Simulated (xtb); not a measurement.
Cl4Ti, charge +1, doublet, geometry from GFN2-xTB (such geometries of metal compounds can be far from the true shape) (the multiplicity is a formal guess). Base run: GFN0-xTB (xtb 6.7.1).

Here is a job for xtb.
```
$ xtb mol.xyz --gfn 0 --chrg 1 --uhf 1 --json

# file mol.xyz
5

Ti     0.00000000    -0.00000000    -0.00000000
Cl     1.69747891    -0.53617898    -1.16148900
Cl     0.61687574     0.47973787     1.97668792
Cl    -0.95238075     1.68724787    -0.87415377
Cl    -1.36197391    -1.63080675     0.05895485
```

The base run was repeated with changes; each row names its change, and settings that it needs were set with it.

| change | ΔE vs base (mEh) |
|---|---|
| base | 0.000 |
| file = coord | 0.000 |
| acc = 30 | 0.000 |
| etemp = 1000 | -5.043 |
| acc = 0.1 | 0.000 |
